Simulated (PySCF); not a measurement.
J couplings in C$_{4}$H$_{5}$B

Cartesian coordinates in Å; atom numbers follow the order of the lines, from 1:
```xyz
10

C     2.354   -0.663    0.481
C     1.461    0.113    0.181
B     0.353    1.087   -0.191
C    -1.114    0.621   -0.352
C    -1.483   -0.663   -0.189
H     3.149   -1.338    0.744
H     0.651    2.248   -0.359
H    -1.890    1.350   -0.612
H    -0.745   -1.430    0.071
H    -2.520   -0.998   -0.305
```

Indirect spin–spin couplings were computed at B3LYP/pcJ-1 (spin–dipole term only in couplings to heteroatoms) (PySCF 2.14) on a PBE0-D3(BJ)/def2-SVP structure, for the isolated molecule, without vibrational or relativistic corrections. Couplings are averaged over pairs made equivalent by symmetry, fast rotation or ring inversion, so a value needn't be that of the named pair in this geometry, while other rotamers aren't included; one pair stands for each set, and the list holds a selection of those of at least 1.5 Hz over up to four bonds.

Isotopes: ¹³C, ¹H, ¹¹B.

```
   pair  bonds  J (Hz)
 C1, C2      1   159.0
 C1, H6      1   263.1
 C2, B3      1    95.9
 B3, C4      1       ?
 B3, H7      1       ?
 C4, C5      1    62.6
 C4, H8      1   153.3
 C5, H9      1   170.1
C5, H10      1   163.9
 C1, B3      2    18.0
 C2, C4      2     3.2
 C2, H6      2       ?
 C2, H7      2     5.4
 B3, C5      2     2.5
 B3, H8      2       ?
 C4, H7      2     2.7
 C5, H8      2    -2.7
H9, H10      2     4.9
 C1, C4      3     1.6
 C2, C5      3       ?
 C2, H8      3     7.9
B3, H10      3    11.1
 C5, H7      3       ?
H8, H10      3       ?
 H6, H7      4    -2.4
H7, H10      4       ?
```

Problem. Estimate the withheld couplings, with signs.

Solution. 
- ¹J(B3,C4) = 69.9 Hz (bond length 1.548 Å)
- ¹J(B3,H7) = 139.0 Hz (bond length 1.210 Å)
- ²J(C2,H6) = 45.1 Hz (angle at C1 179°)
- ²J(B3,H8) = 4.4 Hz (angle at C4 120°)
- ³J(C2,C5) = 3.4 Hz (dihedral angle 1°)
- ³J(C5,H7) = 7.3 Hz (dihedral angle 179°)
- ³J(H8,H10) = 13.2 Hz (dihedral angle 0°)
- ⁴J(H7,H10) = 1.9 Hz
